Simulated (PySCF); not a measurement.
Species: W(NH)2(SMe)2, C₂H₈N₂S₂W (singlet state).
Geometry (PBE0-D3(BJ)/def2-SVP, Å), atoms numbered from 1 in this order:
```
atom  x, y, z in Å
W1     0.8177    0.1466    0.4356
N2     1.0653   -0.2089    2.1328
H3     1.5791   -0.2767    3.0060
N4     2.2123    0.8044   -0.3960
H5     3.1621    1.1514   -0.4913
S6    -0.9225    1.7107    0.4202
C7    -0.9163    2.2177   -1.3340
H8    -0.7409    1.3641   -2.0030
H9    -0.1509    2.9865   -1.5028
H10   -1.9103    2.6308   -1.5552
S11    0.3116   -1.8180   -0.7342
C12   -0.9427   -2.5722    0.3612
H13   -0.4681   -2.9644    1.2701
H14   -1.4040   -3.3972   -0.1992
H15   -1.7253   -1.8508    0.6337
```

The calculation used TDDFT B3LYP/def2-SVPD, vertical, gas phase, core orbitals frozen in the response, def2 core potentials past Kr in PySCF. Spin–orbit coupling is left out. Note that the optimisation stopped short of convergence; the values belong to its last geometry.

Ground-to-excited transition dipoles (e·a0, same axes as the geometry; the sign carries no meaning), for the states with f of 0.002 or more among the lowest 8:

```csv
state,E (eV),μx,μy,μz
S1,3.840,-0.195,0.770,0.104
S2,4.268,0.088,-0.207,-0.104
S3,4.304,0.217,0.054,0.108
S4,4.539,0.248,-0.629,-0.247
S6,4.776,0.042,0.290,-0.185
S7,4.783,-0.229,-0.030,-0.122
S8,5.100,0.046,-0.260,-0.022
```

Q: Work out the oscillator strengths.

A: f = (2/3) ΔE |μ|² with ΔE in hartree (27.2114 eV).

| state | \|μ\|² (au) | \|μ\| (D) | f |
| --- | --- | --- | --- |
| S1 | 0.641 | 2.04 | 0.060 |
| S2 | 0.062 | 0.63 | 0.006 |
| S3 | 0.062 | 0.63 | 0.007 |
| S4 | 0.518 | 1.83 | 0.058 |
| S6 | 0.120 | 0.88 | 0.014 |
| S7 | 0.068 | 0.66 | 0.008 |
| S8 | 0.070 | 0.67 | 0.009 |

Q: Which bond between heavy atoms lies closest to the direction of the S1 transition dipole?

A: W1–S6 and W1–S11, at 35° from it; next S11–C12 and S6–C7 at 81°.

Q: What angle do the transition dipoles of S1 and S4 make?

A: |cos θ| = |μa·μb| / (|μa| |μb|) = 0.97, so θ ≈ 14° (taken between 0 and 90°, since the signs are arbitrary).

Q: What peak molar absorption coefficient would the strongest computed level give as a lone Gaussian band 0.5 eV wide at half height?

A: ε(max) = 2.175×10⁸ f / FWHM, with the width in cm⁻¹. S1: 2.175×10⁸ × 0.0603 / 4033 ≈ 3300 L mol⁻¹ cm⁻¹.

All these states lie below the vertical ionisation energy of 8.38 eV (ΔSCF).
